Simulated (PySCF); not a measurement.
Run record for methanetetracarbonitrile (`C(C(C#N)(C#N)C#N)#N`): PBE0/def2-SVPD, start guess vsap, TDA, 12 singlets.

Method: TDA PBE0/def2-SVPD, vertical, gas phase, core orbitals frozen in the response (PySCF 2.14.0, density-fitted response routines). Geometry: GFN2-xTB. A driver script takes a list of jobs; this job's settings line and coordinates (Å) are shown.

Command:
```bash
OMP_NUM_THREADS=1 python probes_run.py task.json out
```

Input:
```
{"job": {"kind": "uv", "xc": "PBE0", "basis": "def2-SVPD", "nstates": 12, "ntriplets": 0, "tda": true, "scf": {"guess": "vsap"}}, "charge": 0, "multiplicity": 1}
N      0.171103     2.353092    -1.104801
C      0.095542     1.324761    -0.622466
C      0.000514     0.001825    -0.003324
C     -0.668235    -0.921257    -0.921645
N     -1.187787    -1.640196    -1.635104
C      1.345406    -0.494168     0.293352
N      2.391219    -0.879385     0.525007
C     -0.768355     0.095279     1.238736
N     -1.365846     0.166044     2.205065
```

**Question.** What does the run print?

**Answer.** 
```
final grid: 100008 points
cycle   1  E = -407.1018865776  dE =  9.832e-01  |g| = 2.481e+00  |ddm| = 6.040e+00
cycle   2  E = -382.9099977761  dE =  2.419e+01  |g| = 1.020e+01  |ddm| = 3.854e+01
cycle   3  E = -408.0601160355  dE = -2.515e+01  |g| = 1.629e+00  |ddm| = 3.747e+01
cycle   4  E = -408.5767016703  dE = -5.166e-01  |g| = 4.135e-01  |ddm| = 2.311e+00
cycle   5  E = -408.6119832808  dE = -3.528e-02  |g| = 1.200e-01  |ddm| = 9.945e-01
cycle   6  E = -408.6152338423  dE = -3.251e-03  |g| = 1.196e-02  |ddm| = 1.429e-01
cycle   7  E = -408.6152603222  dE = -2.648e-05  |g| = 3.983e-03  |ddm| = 2.215e-02
cycle   8  E = -408.6152620846  dE = -1.762e-06  |g| = 2.791e-03  |ddm| = 7.514e-03
cycle   9  E = -408.6152637673  dE = -1.683e-06  |g| = 1.048e-04  |ddm| = 3.537e-03
cycle  10  E = -408.6152637701  dE = -2.737e-09  |g| = 7.541e-06  |ddm| = 2.966e-04
cycle  11  E = -408.6152637701  dE = -1.148e-11  |g| = 2.653e-06  |ddm| = 3.415e-05
converged SCF energy = -408.6152637701

Static polarisability (au): isotropic 66.786, principal 66.723 66.785 66.850

Singlet excitations
state   eV       nm        f      main configurations
  1   7.5553    164.1   0.00000   H-2->L+2 0.23, H->L 0.20, H-1->L+1 0.18
  2   7.6322    162.4   0.00000   H-1->L+1 0.15, H-5->L+4 0.09, H->L 0.08
  3   7.6331    162.4   0.00000   H-2->L+2 0.10
  4   7.6340    162.4   0.00000   H-1->L 0.10, H-2->L+2 0.10, H-2->L+1 0.08
  5   7.8348    158.2   0.00000   H->L 0.16, H-1->L+4 0.16, H-2->L+3 0.15
  6   7.8357    158.2   0.00000   H->L+4 0.17, H-2->L+3 0.10, H-1->L 0.08
  7   7.8376    158.2   0.00000   H-2->L+2 0.17, H->L+3 0.15, H-1->L+3 0.10
  8   7.8948    157.0   0.00000   H-2->L 0.28, H-1->L+1 0.13, H->L+2 0.10
  9   7.8964    157.0   0.00000   H->L+1 0.14, H->L+2 0.13, H-2->L+1 0.12
 10   8.0770    153.5   0.01327   H-5->L 0.17, H-1->L+3 0.10, H-2->L+4 0.10
 11   8.0777    153.5   0.01327   H->L+3 0.11, H-5->L+1 0.10, H-4->L 0.09
 12   8.0792    153.5   0.01322   H-3->L+2 0.20, H-5->L+3 0.12, H-4->L+1 0.11
```

H and L stand for HOMO and LUMO; the number after each pair is its weight.

**Question.** Give the mean polarisability as a volume in Å³, and the ratio of the largest to the smallest principal value.

**Answer.** 66.786 au × 0.148185 = 9.90 Å³; 66.850/66.723 = 1.00.

**Question.** Give S1 in cm⁻¹ and kJ/mol.

**Answer.** 7.5553 eV × 8065.54 = 60938 cm⁻¹; × 96.485 = 729.0 kJ/mol.

In short: SCF converged in 11 cycles with 180 basis and 719 fitting functions; HOMO -11.53 eV, LUMO -1.92 eV; lowest singlet 7.56 eV; mean polarisability 66.8 au.

**Question.** Estimate the wall time. Hardware: an Arm Neoverse N1 with one thread, shared host. And the peak memory of the process?

**Answer.** About 36 s, with 0.79 GiB resident at the peak, the Python interpreter and its libraries included.
